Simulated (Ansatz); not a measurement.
Relaxation of the cluster Cd₂Te⁺ with UKS PBE-D4/def2-TZVP.

```sh
$ ansatz run in.yaml --threads 4 --pin off --events-out ev --progress --plain --max-ram 3916MiB
```

```yaml
crystal:
  periodic: [false, false, false]
  atoms:
    - {symbol: Cd, position_ang: [-0.343060, -0.449580, 0.270740]}
    - {symbol: Cd, position_ang: [2.330930, -0.851710, 0.485030]}
    - {symbol: Te, position_ang: [-1.987870, 1.301290, -0.755780]}
basis:
  gaussian: {orbitals: def2-TZVP}
total_charge: 1
magnetization: {spin_polarized: true, initial_magnetization: 1}
hamiltonian: {xc: pbe, dispersion: d4}
scf: {lower_state_search: "off"}
output: {orbitals: {seedname: orbitals}}
relax: {f_tol: 0.02, max_steps: 100}
```

Hardware: 4 threads of Arm Neoverse V2 on a shared host. Wall time 8 s.

Positions (Å) and forces (eV/Å) at steps 1, 2, 3, 4, 5 of 5:

```xyz
3
step=1 energy=-16417.8847 eV
Cd   -0.343   -0.450    0.271   -0.052    0.013   -0.007
Cd    2.331   -0.852    0.485    0.416   -0.191    0.110
Te   -1.988    1.301   -0.756   -0.364    0.178   -0.103
3
step=2 energy=-16417.9669 eV
Cd   -0.284   -0.358    0.216   -0.125    0.275   -0.163
Cd    2.417   -0.954    0.545    0.095   -0.114    0.067
Te   -2.134    1.312   -0.761    0.029   -0.162    0.096
3
step=3 energy=-16418.0212 eV
Cd   -0.198   -0.205    0.124   -0.026    0.175   -0.104
Cd    2.455   -1.066    0.611   -0.070   -0.034    0.021
Te   -2.257    1.271   -0.735    0.096   -0.142    0.083
3
step=4 energy=-16418.0508 eV
Cd   -0.095   -0.058    0.036   -0.033    0.065   -0.038
Cd    2.411   -1.141    0.656    0.007   -0.025    0.015
Te   -2.316    1.199   -0.692    0.026   -0.040    0.023
3
step=5 energy=-16418.0547 eV
Cd   -0.054    0.009   -0.005    0.001    0.007   -0.004
Cd    2.394   -1.175    0.677   -0.001   -0.003    0.002
Te   -2.340    1.166   -0.672    0.000   -0.004    0.002
```

In the def2 sets Cd, Te take a core potential; there is no spin–orbit coupling. The relaxation made no stability test and no search for a lower SCF solution. Another isomer (doublet) lies 0.03 eV lower at PBE-D4/def2-TZVP; other spin states weren't run for this one.
